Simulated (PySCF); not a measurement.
## Basis and Hamiltonian dependence of the ionisation energy of S²⁺

S²⁺ [Ne] 3s2 3p2 (3P) → S³⁺ [Ne] 3s2 3p1 (2P). All values are computed (PySCF 2.14, energy differences of UHF-based or UKS calculations, no spin-orbit coupling). Values in eV.

```tsv
basis	Hamiltonian	functions	UHF	r2SCAN	PBE0	MP2 (valence)	CCSD(T) (valence)	CCSD(T) (valence and next inner shell)
6-31G*	non-relativistic	18	34.249	n/a	n/a	34.526	34.553	n/a
def2-SVP	non-relativistic	18	34.073	n/a	n/a	34.383	34.412	n/a
jorge-DZP-DKH	spin-free X2C	24	34.121	n/a	34.858	34.453	34.489	n/a
Sapporo-DZP-2012	spin-free X2C	27	34.251	n/a	n/a	34.600	34.677	n/a
aug-cc-pwCVDZ	non-relativistic	36	34.144	34.994	34.864	34.488	34.538	34.525
dyall-av2z	non-relativistic	50	34.106	34.964	34.828	34.448	n/a	n/a
x2c-TZVPPall with one added diffuse shell each of s, p, d type	spin-free X2C	51	34.148	35.016	34.871	34.625	34.703	34.710
x2c-QZVPPall	spin-free X2C	70	34.151	35.014	34.865	34.676	34.747	34.759
aug-cc-pV(T+d)Z with one added diffuse shell each of s, p, d, f type	non-relativistic	71	34.157	35.030	34.877	34.638	34.714	n/a
aug-cc-pCVTZ-DK	spin-free X2C	75	34.149	35.022	34.867	34.634	34.712	34.739
def2-QZVPPD	non-relativistic	79	34.159	35.022	34.874	34.683	34.753	34.766
x2c-QZVPPall with one added diffuse shell each of s, p, d, f type	spin-free X2C	86	34.150	35.013	34.865	34.676	34.747	34.759
aug-cc-pCVTZ-DK with one added diffuse shell each of s, p, d, f type	spin-free X2C	91	34.150	35.022	34.868	34.636	34.713	34.741
dyall-acv3z	non-relativistic	113	34.159	35.029	34.875	34.653	34.728	n/a
```

Frozen in the all-electron rows: valence: [Ne]; valence and next inner shell: 1s2.

Between the lowest levels the reference is 34.86 ± 0.04 eV (semi-empirical (NIST evaluation); NIST Atomic Spectra Database, ionization energies); it includes spin-orbit coupling, which these numbers lack.
